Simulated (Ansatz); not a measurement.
The cluster Ge8Ir⁻, relaxed as a singlet with RKS PBE-D4/def2-SVP in Ansatz, starting from the GFN2-xTB geometry. Force threshold 0.03 eV/Å.

In the def2 sets Ir takes a core potential; there is no spin–orbit coupling. The structure comes from a short search, and lower isomers may exist.

Start:

| atom | x (Å) | y (Å) | z (Å) |
| --- | --- | --- | --- |
| Ir1 | -0.047 | -1.672 | 0.236 |
| Ge2 | -2.346 | -0.102 | 0.794 |
| Ge3 | -0.578 | -0.144 | -1.507 |
| Ge4 | 2.163 | -0.719 | 0.075 |
| Ge5 | -1.399 | 1.939 | -0.369 |
| Ge6 | 1.215 | 1.686 | -0.741 |
| Ge7 | 1.763 | -0.316 | -2.295 |
| Ge8 | -0.901 | -1.371 | 2.426 |
| Ge9 | 0.129 | 0.699 | 1.381 |

Q: Estimate the energy that the relaxation releases and the steps that it takes.

A: 1.24 eV, in 22 steps; 3.8 min on 6 threads of Intel Xeon on a shared host. No frequencies were taken in this run, so the end may be a saddle point.

Q: Does the start keep its bonding and symmetry?

A: Bonds lost: Ge3–Ge7, Ge5–Ge6, Ge8–Ge9 (atoms count from 1). Bonds formed: Ir1–Ge6, Ir1–Ge7 (atoms count from 1).

Q: Predict the relaxed structure.

A: 
Cartesian coordinates in Å:
```
Ir 0.058 -1.139 0.053
Ge -1.995 0.068 1.276
Ge -1.273 0.073 -1.593
Ge 2.513 -0.183 0.660
Ge -1.561 2.227 -0.147
Ge 1.158 1.389 -1.402
Ge 1.853 -1.145 -1.632
Ge -1.175 -2.420 1.585
Ge 0.422 1.130 1.201
```
Bond lengths: 10 × Ge–Ge 2.53 to 2.77 Å; 7 × Ge–Ir 2.35 to 3.12 Å.
